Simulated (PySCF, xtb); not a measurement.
C2H5F3Si, SMILES CC[Si](F)(F)F.

GFN2-xTB (xtb) at its own geometry gives an orbital gap of 7.72 eV and a dipole moment of 3.17 D.

The structure is a stationary point at PBE0-D3(BJ)/def2-SVP. Other conformers were not sampled.

What does HF/def2-TZVP (PySCF) give? (The exact figures need the calculation; the answer reports its results.)

gap 16.46 eV (levels -13.08 and 3.37 eV), dipole 2.85 D.
